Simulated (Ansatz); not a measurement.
Job for Ansatz (a quantum-chemistry and plane-wave program): R-RI-MP2/def2-QZVPP on CH8GeSi (SMILES C[SiH2][GeH3]), a point of a torsion scan. Files ending in .json are basis or fitting sets from the Basis Set Exchange. The run froze 20 orbitals, filled d shells among them.

Ansatz 0.2 input:
```yaml
crystal:
  periodic: [false, false, false]
  atoms:
    - {symbol: C, position_ang: [-1.59494574, 0.67708308, -0.13073599]}
    - {symbol: Si, position_ang: [-0.44069245, -0.80959435, 0.11181365]}
    - {symbol: Ge, position_ang: [1.78424931, -0.08764581, 0.02521752]}
    - {symbol: H, position_ang: [-2.63941836, 0.38249563, -0.09860438]}
    - {symbol: H, position_ang: [-1.43676212, 1.42305497, 0.64411509]}
    - {symbol: H, position_ang: [-1.41526279, 1.15690948, -1.08961816]}
    - {symbol: H, position_ang: [-0.72086199, -1.43964434, 1.40739062]}
    - {symbol: H, position_ang: [-0.69377786, -1.80194605, -0.93937456]}
    - {symbol: H, position_ang: [2.00022297, 1.37886217, 0.27014526]}
    - {symbol: H, position_ang: [2.71371762, -0.72639674, 1.01538770]}
    - {symbol: H, position_ang: [2.49456962, -0.30782539, -1.27906309]}
basis:
  gaussian:
    orbitals: def2-QZVPP.json
    fitting: {mean_field: def2-universal-JKFIT, correlation: def2-QZVPP-RIFIT.json}
magnetization: {spin_polarized: false}
correlation: {method: mp2, electrons: outside_noble_gas}
scf: {lower_state_search: off}
```

The log:

```
WARN ansatz: RAYON_NUM_THREADS=1 ignored (pool sized by the plan → 1); use --threads N
Functional definition: HF
these checks for a lower state are left out or cut short: stability, starts, cluster_reference, orbital_swaps, neighbouring_geometries, increment
integrals: 0.86 GiB planned
613 factors; integrals over basis functions are off by at most 2.6e0 eV
mean field: 1.31 GiB planned
mean field evaluation 1: about -65492.6034 eV, gradient 2.8e1 eV
mean field evaluation 2: about -65494.7132 eV, gradient 1.2e1 eV
mean field evaluation 4: about -65495.1134 eV, gradient 9.9e-1 eV
mean field -65495.11373294 eV, -2406.9010355031 hartree, gradient 2.4e-6 eV, S^2 0.000000; 0 other end points of the search recorded, 0 dependent functions left out
20 core orbitals not correlated
1054 factors; their error is unknown
reference -65495.11373294 eV, -2406.9010355031 hartree; 10, 10 occupied and 426, 426 virtual orbitals, 1054 factors
second order -12.64570790 eV of doubles, -0.00000000 eV of singles
Total energy: -65507.75944084 eV, -2407.3657566967 hartree
Checks for a lower state left out: stability, starts, cluster_reference, orbital_swaps, neighbouring_geometries, increment
```

The run converged.

Cost: roughly 8 core-seconds.
